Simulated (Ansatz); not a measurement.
Mulliken charges of `[F][Mo]([F])(=[S])([Cl])[Cl]` from ωB97M-V/def2-TZVPP in Ansatz (PBE0-D4/def2-TZVP geometry).

| atom | x (Å) | y (Å) | z (Å) | charge (e) |
| --- | --- | --- | --- | --- |
| F1 | -0.101 | -1.065 | 1.566 | -0.332 |
| Mo2 | 0.018 | -0.077 | 0.013 | 1.038 |
| F3 | 1.615 | -0.976 | -0.185 | -0.332 |
| S4 | -1.295 | -0.940 | -1.316 | -0.048 |
| Cl5 | 0.993 | 1.586 | -1.173 | -0.163 |
| Cl6 | -1.230 | 1.471 | 1.095 | -0.163 |

Question: By hand: the dipole of these point charges (1 e Å = 4.8032 D).

Answer: Σ q r = (-0.383, 0.145, -0.369) e Å, of length 0.551 e Å = 2.65 D.

Question: How does the dipole of the full density compare? (Best estimate.)

Answer: Ansatz gave: (-0.285, -0.046, -0.282) e Å, 1.94 D; the point charges give 1.37 times that, at 22° from its direction.

Point charges leave out the atoms' own dipoles, such as those of lone pairs, and Mulliken's split depends on the basis, so the two needn't agree.
